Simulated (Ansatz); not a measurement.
A structure relaxed at PBE0-D4/def2-TZVP, charge 0, multiplicity 1:

```xyz
13

Si    1.0500    1.1522    0.7669
N    -0.0550    0.0064    0.0648
Si    0.1794   -1.6962    0.3350
Si   -1.2412    0.5454   -1.0880
H     0.3555    2.4554    0.9238
H     1.4985    0.6418    2.0874
H     2.2541    1.3658   -0.0825
H    -1.1248   -2.3910    0.1882
H     1.1371   -2.2937   -0.6361
H     0.7214   -1.8959    1.7031
H    -1.6995    1.9058   -0.7079
H    -2.3820   -0.4053   -1.0836
H    -0.6936    0.6092   -2.4712
```

Question: Give its formula and SMILES.

Answer: H9NSi3, `[SiH3]N([SiH3])[SiH3]` (trisilylamine).

Question: Point group (tolerance 0.08 Å, 0.16 Å for H)?

Answer: C3v.

Question: Summarise the bond lengths by kind.

Answer: 3 × N–Si 1.740 Å; 9 × H–Si 1.485 to 1.489 Å.

All numbers were calculated with Ansatz.
